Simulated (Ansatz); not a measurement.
Reaction (ligand exchange at the Si–Se bond): `O[SiH2][SiH2][SeH]` + PH₃ → `O[SiH2][SiH2]P` + H₂Se

Isolated molecules relaxed with PBE0-D4/def2-TZVP in Ansatz; ΔE leaves out vibrations. CCSD(T)/CBS adds triple-zeta CCSD(T) − MP2 to the extrapolated MP2 energy (def2 sets, frozen cores). This one scheme is used for every species. DFT in def2-TZVPP. B3LYP here is the variant with VWN-RPA as its local correlation; programs differ in this. For Se outer-core shells are correlated without core-valence functions, which leaves a few kJ/mol of doubt a bond. Scalar relativity is left out up to krypton. Each species was taken in one conformer, which may not be the lowest.

`O[SiH2][SiH2][SeH]`:

```xyz
10

O     1.527    0.846    1.089
Si    0.629   -0.535    1.039
Si   -1.240   -0.075   -0.300
Se   -0.393    1.222   -2.005
H     1.483    1.384    0.291
H     0.295   -0.900    2.438
H     1.376   -1.667    0.417
H    -1.956   -1.262   -0.839
H    -2.220    0.830    0.354
H     0.500    0.157   -2.484
```

PH₃:

Cartesian coordinates in Å:
```
P -0.150 0.453 0.330
H 0.915 0.497 -0.607
H -1.038 -0.161 -0.592
H 0.273 -0.790 0.869
```

`O[SiH2][SiH2]P`:

Cartesian coordinates in Å:
```
O 1.310 0.671 -1.365
Si -0.281 0.893 -0.968
Si -0.494 0.117 1.225
P 0.317 -1.978 1.472
H 1.594 0.943 -2.238
H -0.672 2.327 -1.111
H -1.176 0.108 -1.871
H 0.235 1.001 2.176
H -1.931 0.104 1.617
H -0.390 -2.481 0.346
H 1.488 -1.703 0.716
```

H₂Se:

Cartesian coordinates in Å:
```
Se -0.643 -0.024 0.233
H 0.633 -0.590 0.683
H 0.010 0.614 -0.915
```

```json
{"level": "r2SCAN-D4", "ΔE (kJ/mol)": "41.2", "difference from CCSD(T)/CBS": "-2.3"}
{"level": "PBE0-D4", "ΔE (kJ/mol)": "39.9", "difference from CCSD(T)/CBS": "-3.6"}
{"level": "B2PLYP", "ΔE (kJ/mol)": "42.5", "difference from CCSD(T)/CBS": "-1.0"}
{"level": "PBE", "ΔE (kJ/mol)": "38.6", "difference from CCSD(T)/CBS": "-4.9"}
{"level": "PBE0", "ΔE (kJ/mol)": "39.6", "difference from CCSD(T)/CBS": "-3.9"}
{"level": "B3LYP", "ΔE (kJ/mol)": "40.9", "difference from CCSD(T)/CBS": "-2.6"}
{"level": "HF/def2-TZVPP", "ΔE (kJ/mol)": "44.6", "difference from CCSD(T)/CBS": "1.1"}
{"level": "MP2/def2-TZVPP", "ΔE (kJ/mol)": "45.3", "difference from CCSD(T)/CBS": "1.8"}
{"level": "SCS-MP2/def2-TZVPP", "ΔE (kJ/mol)": "44.7", "difference from CCSD(T)/CBS": "1.2"}
{"level": "CCSD/CBS(def2)", "ΔE (kJ/mol)": "43.6", "difference from CCSD(T)/CBS": "0.1"}
{"level": "CCSD(T)/CBS", "ΔE (kJ/mol)": "43.5", "difference from CCSD(T)/CBS": "0"}
```

Largest T1 diagnostic among the species: 0.013.
